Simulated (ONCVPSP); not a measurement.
## bromine: ONCV pseudisation with LDA (Perdew-Wang 92), scalar-relativistic reference atom.

Br (Z = 35), optimised norm-conserving Vanderbilt (ONCV), made with ONCVPSP 4.0.1 (LDA (Perdew-Wang 92), scalar-relativistic). Core [Ar] 3d10, reference 4s1.75 4p5.25. Waves: 4s: rc 1.45 bohr, ncon 3, nbas 7, qcut 3.5 1/bohr, 2 projectors, debl 0.5 Ha; 4p: rc 1.45 bohr, ncon 3, nbas 7, qcut 5.9 1/bohr, 1 projector; d scattering state at 0.33 Ha: rc 1.35 bohr, ncon 4, nbas 7, qcut 6.5 1/bohr, 2 projectors, debl 3.5 Ha. Local part: polynomial inside 1.25 bohr (lpopt 5, dvloc0 -1 Ha). Core correction: Teter function, fcfact 4.75, rcfact 1.

In the s channel the program set the typed energies aside and used -0.754, 0.250 Ha.

All-electron outer shells of the reference configuration (LDA (PZ), scalar-relativistic, ld1.x):

```
shell  level (eV)  outermost node (bohr)  outermost maximum (bohr)
   3p     -173.60                   0.21                      0.48
   3d      -67.39                      –                      0.43
   4s      -20.53                   0.67                      1.41
   4p       -8.16                   0.70                      1.66
```

Q: Estimate the cutoffs (Ha) at which the residual kinetic energy of the hardest occupied pseudo-wave falls to 1 and 0.1 mHa per electron.

A: 59 Ha and 96 Ha.

Q: What does a ghost test show?

A: Ghosts flagged at negative energy: d at -20.4 eV; GHOST(+) flagged for s at 100.4 eV. A true bound ghost makes a file unfit for plane-wave use.

Q: Which valence shell sets the plane-wave cutoff?

A: 4s: 59 Ha for 1 mHa per electron, against 13 Ha for 4p.

Q: Tests: 4s2 4p5; 4s2 4p4; 4s2 4p3; 4s1 4p6. Which has the largest error in its energy relative to the reference configuration, and how large is it?

A: 4s2 4p3, with +20 meV (all-electron minus pseudo) on +32.56 eV.
